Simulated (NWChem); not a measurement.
System: C3H6OSi; SMILES [SiH3][C@@H]1C=CO1

The following NWChem deck was run.

```
start job
memory heap 200 mb stack 900 mb global 1100 mb
geometry units angstroms noautoz
  Si    -0.008272    -1.607181     0.150879
  C      0.071166     0.116408    -0.644424
  C      1.038607     1.100485    -0.044879
  C     -0.044553     1.748433     0.416696
  O     -1.016223     0.935594    -0.103606
  H      1.201558    -2.387634    -0.253016
  H     -0.036348    -1.442989     1.632100
  H     -1.227188    -2.334542    -0.313114
  H      0.012651     0.090928    -1.746171
  H      2.118398     1.205850     0.003762
  H     -0.304245     2.617492     1.025466
end
basis spherical
  * library def2-tzvp
end
dft
  xc becke88 lyp
  iterations 150
  semidirect filesize 400000000
  mulliken
end
task dft energy
```

Output (shortened):

```
             Northwest Computational Chemistry Package (NWChem) 7.3.0
             --------------------------------------------------------

 C1  symmetry detected

                             Geometry "geometry" -> ""
                             -------------------------

 Output coordinates in angstroms (scale by  1.889725989 to convert to a.u.)

  No.       Tag          Charge          X              Y              Z
 ---- ---------------- ---------- -------------- -------------- --------------
    1 Si                  14.0000    -0.00710231    -1.61811760     0.15600171
    2 C                    6.0000     0.07312200     0.10294082    -0.64468443
    3 C                    6.0000     1.04107613     1.08841632    -0.04827292
    4 C                    6.0000    -0.04174173     1.73832729     0.41134092
    5 O                    8.0000    -1.01383708     0.92433844    -0.10636245
    6 H                    1.0000     1.20232487    -2.40041417    -0.24552618
    7 H                    1.0000    -0.03500839    -1.44928742     1.63670443
    8 H                    1.0000    -1.22639879    -2.34633324    -0.30564515
    9 H                    1.0000     0.01452744     0.07404888    -1.74634301
   10 H                    1.0000     2.12092100     1.19340946    -0.00002544
   11 H                    1.0000    -0.30097560     2.60940879     1.01740958

 Effective nuclear repulsion energy (a.u.)     216.1828022188

                                 NWChem DFT Module
                                 -----------------

 Summary of "ao basis" -> "ao basis" (spherical)
 ------------------------------------------------------------------------------
       Tag                 Description            Shells   Functions and Types
 ---------------- ------------------------------  ------  ---------------------
 Si                        def2-tzvp                13       37   5s5p2d1f
 C                         def2-tzvp                11       31   5s3p2d1f
 O                         def2-tzvp                11       31   5s3p2d1f
 H                         def2-tzvp                 4        6   3s1p

            General Information
            -------------------
          SCF calculation type: DFT
          Wavefunction type:  closed shell.
          No. of atoms     :    11
          No. of electrons :    46
           Alpha electrons :    23
            Beta electrons :    23
          Charge           :     0
          Spin multiplicity:     1
          Use of symmetry is: off; symmetry adaption is: off
          Maximum number of iterations: 150
          AO basis - number of functions:   197
                     number of shells:    81
          Convergence on energy requested:  1.00D-06
          Convergence on density requested:  1.00D-05
          Convergence on gradient requested:  5.00D-04

              XC Information
              --------------
                    Becke 1988 Exchange Functional  1.000
              Lee-Yang-Parr Correlation Functional  1.000

             Grid Information
             ----------------
          Grid used for XC integration:  medium
          Radial quadrature: Mura-Knowles
          Angular quadrature: Lebedev.
          Tag              B.-S. Rad. Rad. Pts. Rad. Cut. Ang. Pts.
          ---              ---------- --------- --------- ---------
          Si                  1.10       88          12.0       590
          C                   0.70       49          12.0       434
          O                   0.60       49          11.0       434
          H                   0.35       45          13.0       434
          Grid pruning is: on
          Number of quadrature shells:   554
          Spatial weights used:  Erf1

      Superposition of Atomic Density Guess
      -------------------------------------

 Sum of atomic energies:        -479.63255755

      Non-variational initial energy
      ------------------------------

 Total energy =    -482.424000
 1-e energy   =   -1087.517258
 2-e energy   =     388.910456
 HOMO         =      -0.261913
 LUMO         =       0.031996

------------------------------------------------------------
EAF file 0: "./job.aoints.0" size=965738496 bytes
------------------------------------------------------------
               write      read    awrite     aread      wait
               -----      ----    ------     -----      ----
     calls:     1842         0         0         0         0
   data(b): 9.66e+08  0.00e+00  0.00e+00  0.00e+00
   time(s): 0.00e+00  0.00e+00  0.00e+00  0.00e+00  0.00e+00
rate(mb/s): 0.00e+00  0.00e+00
------------------------------------------------------------

     ---------------------------------------------
      Total Density - Mulliken Population Analysis
     ---------------------------------------------

    Atom       Charge   Shell Charges
 -----------   ------   -------------------------------------------------------
    1 Si  14    13.68   2.00  0.59  1.39  0.89  0.47  4.12  1.73  0.52  1.32  0.48  0.08  0.08  0.02
    2 C    6     5.99   0.86  1.12  0.53  0.68  0.07  1.07  1.24  0.27  0.02  0.11  0.01
    3 C    6     6.43   0.86  1.12  0.57  0.63  0.12  1.26  1.39  0.40  0.02  0.05  0.01
    4 C    6     5.75   0.86  1.12  0.56  0.56  0.10  1.07  1.08  0.29  0.03  0.07  0.01
    5 O    8     8.51   0.79  1.18  0.59  0.96  0.26  1.91  2.10  0.68  0.00  0.03  0.00
    6 H    1     1.04   0.22  0.54  0.27  0.01
    7 H    1     1.05   0.23  0.54  0.27  0.01
    8 H    1     1.05   0.23  0.55  0.27  0.01
    9 H    1     0.85   0.24  0.45  0.14  0.02
   10 H    1     0.82   0.23  0.44  0.12  0.02
   11 H    1     0.84   0.24  0.45  0.13  0.02

[...]
```

Level: BLYP/def2-TZVP. Geometry: optimised at PBE0/def2-SVP.
